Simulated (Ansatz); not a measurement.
Ideal-gas functions of CH₄AlFO₂, SMILES `[OH][AlH][O]CF` at 400 K and 1 bar, from an Ansatz frequency run at PBE0-D4/def2-TZVP.

Molar mass 94.02 g/mol, point group Cs (symmetry number 1), electronic degeneracy 1, moments of inertia 72.299, 176.306, 245.321 u Å². Harmonic wavenumbers (cm⁻¹, unscaled): 41, 104, 146, 224, 428, 503, 564, 632, 650, 738, 889, 1010, 1168, 1276, 1279, 1446, 1537, 2017, 3031, 3082, 3940.

Use S(trans) = R[1.5 ln M + 2.5 ln T − 1.1517]; rotational temperatures θ = 24.2544 K / I; S(rot) = R[ln(√π/σ · √(T³/θAθBθC)) + 1.5]; for each mode x = 1.438777 ν̃/T, S = R[x/(eˣ − 1) − ln(1 − e⁻ˣ)] and H = RT x/(eˣ − 1); 1 cm⁻¹ = 0.0119627 kJ/mol; R = 8.31446 J/(mol·K).

Task: By hand: the entropy, in J/(mol·K).

Result: Translation 171.6. Rotation: θ = 0.3355, 0.1376, 0.0989 K, giving 114.4. Vibration, mode by mode: 24.24, 16.54, 13.76, 10.33, 5.50, 4.43, 3.73, 3.07, 2.92, 2.28, 1.48, 1.04, 0.66, 0.48, 0.47, 0.29, 0.22, 0.05, 0.00, 0.00, 0.00, in all 91.5. Electronic 0.0. Sum 377.5 J/(mol·K).

Task: By hand: H − E and G − E in kJ/mol, counted from the electronic energy.

Result: Zero-point energy ½ × 24705 × 0.0119627 = 147.8; thermal vibration 18.0; translation, rotation and pV give 4 RT = 13.3. H − E = 179.1 kJ/mol, and G − E = 179.1 − 400 × 377.5/1000 = 28.1 kJ/mol.

Vibration gives 24 % of the entropy, 54.5 J/(mol·K) of it from the modes under 150 cm⁻¹: soft modes count most, and the harmonic formula is weakest for them. The sum counts one conformer and one mirror image; others add a mixing term.
